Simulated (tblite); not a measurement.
A tight-binding relaxation on `C(C)CC1C[O][Ga]([F])[CH]=1`.

Computed with GFN2-xTB geometry optimisation, gas phase (tblite 0.8.0). Start geometry: from a force field or distance geometry. The command runs a driver script over a list of jobs; the input below is this job's line of settings and its coordinates in Å.

Command:
```bash
OMP_NUM_THREADS=1 python probes_run.py task.json out
```

Input:
```
{"job": {"kind": "relax", "xc": "GFN2-xTB", "basis": "xTB"}, "charge": 0, "multiplicity": 1}
C     -1.698900     1.398000    -0.076200
C     -1.925900    -0.069700    -0.219900
C     -0.820400    -0.725900    -1.003100
C      0.542100    -0.562200    -0.387600
C      0.685100     0.033500     0.781500
Ga     2.789400     0.033800     1.283200
F      3.889400     1.495900     2.030900
O      2.868000    -0.353800    -0.761500
C      1.744300    -1.107500    -1.009000
H     -2.446200     1.948000    -0.712200
H     -1.890900     1.790100     0.946500
H     -0.714800     1.755500    -0.397000
H     -1.923500    -0.585300     0.805400
H     -2.902000    -0.220400    -0.715900
H     -0.987600    -1.787000    -1.192400
H     -0.834400    -0.182400    -1.987300
H      0.035100     0.495400     1.474500
H      1.981900    -2.157700    -0.703300
H      1.599700    -1.189100    -2.118900
```

Output:
```
step      E/eV     max force
  0    -760.54904    2.607
  1    -760.91073    1.857
  2    -761.07576    1.649
  3    -761.33008    1.364
  4    -761.49781    1.197
  5    -761.59640    0.739
  6    -761.66033    0.503
  7    -761.68626    0.408
  8    -761.70455    0.246
  9    -761.71496    0.304
... (161 lines left out)
171    -762.02642    0.045
172    -762.02685    0.050
173    -762.02719    0.041
174    -762.02739    0.027
175    -762.02752    0.024
176    -762.02765    0.021
177    -762.02771    0.019
178    -762.02774    0.012
179    -762.02775    0.012
180    -762.02776    0.008
```

«max force» is the largest atomic force in eV/Å.

Q: From which step on does the largest force stay under 0.1 eV/Å, and how much energy is left to gain from there?

A: From step 160 (0.052 eV/Å), 7.2 meV above the end.

In short: energy lowered by 34.1 kcal/mol over 180 steps; largest atomic force 0.008 eV/Å at the end.

Q: Estimate the wall time. Hardware: an Intel Xeon at 2.50 GHz with one thread, shared host with 64 logical CPUs at a one-minute load of 64.

A: About 4.9 s.
Labels such as C1 count atoms from 1, the log's own numbers from 0.
